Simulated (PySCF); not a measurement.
Telling isomers of C₈H₇N apart by NMR

PySCF 2.14.0 with density-fitted response routines calculation with NMR shieldings at PBE0/pcSseg-1/GIAO and coordinates at the GFN2-xTB level; gas phase, one conformer, no relativistic terms, equivalent nuclei averaged.

Scale: 1H (31.72 ppm), 13C (186.93 ppm) vs TMS (reference shieldings calculated alike). Where no couplings were computed, multiplicities follow the n + 1 count of equivalent neighbours, and m marks all less simple cases (inequivalent or close neighbours, rings, F or P nearby). Shifts are as computed. Against solution values, carbons near 30 ppm lie about +3 ppm off and those near 130 ppm about +5 ppm (rms about the fit 2.1 ppm; single classes can miss by 10 ppm). Of 1328 compounds with measured shifts, 309 miss one by over three times the rms of a fit or turn the order of signals round; such compounds aren't used in these exercises. Signals without a measured value on file couldn't be tested in this way; 1H shifts scatter by 0.2 ppm about their fit, and single ones miss by 0.5 ppm.

(1) Tabulate the signals of `C=C1C=C(CC#N)C1=C`, `CC#Cc1ccncc1` and their relative energies.

(2) What is the quickest way to tell C=C1C=C(CC#N)C1=C from CC#Cc1ccncc1?

Results:

(1) 
```json
{"SMILES": "C=C1C=C(CC#N)C1=C", "carbon types": "4×C 1×CH 3×CH2", "δC": "157.2, 154.2, 153.4, 153.4, 119.2, 101.9, 101.6, 17.4", "δH": "7.16 (s, 1H), 5.31 (m, 1H), 5.30 (m, 1H), 5.17 (m, 1H), 5.07 (m, 1H), 3.31 (s, 2H)", "E rel. (kcal/mol)": "33.6"}
{"SMILES": "CC#Cc1ccncc1", "carbon types": "3×C 4×CH 1×CH3", "δC": "155.6, 136.6, 131.6, 101.7, 85.9, 5.9", "δH": "8.91 (d, 2H), 7.41 (d, 2H), 2.33 (s, 3H)", "E rel. (kcal/mol)": "0.0"}
```

Energies are electronic energies at PBE0/pcSseg-1 on these geometries, without zero-point or thermal terms, each for the one conformer computed, which needn't be the lowest.

(2) Count the carbon signals: 8 against 6. The first has a terminal =CH2 carbon at 101.9 ppm, the second a propargylic methyl carbon (CH3) at 5.9 ppm. Their most deshielded carbons lie at 157.2 and 155.6 ppm. In the proton spectra the most deshielded non-exchanging signals are 7.16 (s, 1H) and 8.91 (d, 2H).
